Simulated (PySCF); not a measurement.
**Structure elucidation problem**

The spectra below were simulated for a compound C$_{6}$H$_{15}$NSi$_{2}$.

¹H NMR (400 MHz, computed): δ 4.94 (m, 2H), 3.96 (t, 3H), 2.46 (s, 6H), 2.02 (q, 2H), 1.49 (m, 2H).

¹³C{¹H} NMR (computed): δ 152.1, 140.1, 45.2, 17.8, 14.9.

Equivalent nuclei averaged, single conformer, isolated molecule, non-relativistic. Structure optimised with GFN2-xTB; shielding tensors at PBE0/pcSseg-1 (GIAO); PySCF.

Referencing at the same level of theory: TMS for ¹H (31.72 ppm), ¹³C (186.93 ppm).

Deduce the structure.

Results:


Rings plus π bonds: 2 (1 ring in the answer). 5 carbon signals for 6 carbons: some carbons are equivalent by symmetry or fast rotation. Carbon types of the structure: 2 × C, 2 × CH2, 2 × CH3, leaving 5 H on heteroatoms. δC 152.1: alkene carbon bearing nitrogen; an sp2 carbon further deshielded by the attached heteroatom. δC 140.1: β carbon of an enol-ether or enamine type C=C. δC 45.2: methyl carbon bonded to N; deshielded by the electronegative neighbour. δC 17.8, 14.9: allylic sp3 CH2 bonded to Si. δH 3.96: hydrogen on a silicon bonded to C. δH 2.46: hydrogen on a methyl carbon bonded to N; its carbon carries N, an electronegative neighbour. δH 2.02, 1.49: hydrogen on an allylic sp3 CH2 bonded to Si; allylic position.

These data were computed for `CN(C)C1=C(C[SiH3])C[SiH2]1`.

The data come from this structure; uniqueness wasn't tested.

Shifts are as computed. Against solution values, carbons near 30 ppm lie about +3 ppm off and those near 130 ppm about +5 ppm. Of 1211 compounds with measured shifts, 218 miss one by over three times the rms of a fit or turn the order of signals round; such compounds aren't used in these exercises. Multiplicities follow the n + 1 count of equivalent neighbours, as no J values were calculated; m marks all less simple cases, F and P coupling included.
